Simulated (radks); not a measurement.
Question: The gallium ion Ga3+, [Ar] 3d10. Calculated with a radial shooting solver on a logarithmic mesh with Libxc functionals: non-relativistic Kohn-Sham, exchange-only B88, spin-polarised, spherical densities, point nucleus. Every spin shell is full or empty, so the densities are truly spherical. Functionals are evaluated on that one density, not self-consistently. Rank these orbital-free kinetic functionals by their error against the exact value of the orbitals, and give that value: Thomas-Fermi, von Weizsacker, TF + vW, TF + vW/9, TF + vW/5, LC94, APBEK, revAPBEK, Perdew 92, Thakkar, Pearson, PG1, DePristo-Kress, Ernzerhof.

Answer: Exact: 1921.44 hartree. From best to worst, with 100 (|E| - |E exact|)/|E exact| (equal figures are ties): APBEK 0.00, LC94 -0.08, DePristo-Kress -0.18, revAPBEK +0.24, Ernzerhof -0.46, Thakkar -0.54, Perdew 92 -0.83, TF + vW/9 -0.84, Pearson -1.26, TF + vW/5 +3.50, Thomas-Fermi -6.27, PG1 +18.31, TF + vW +42.59, von Weizsacker -51.14.
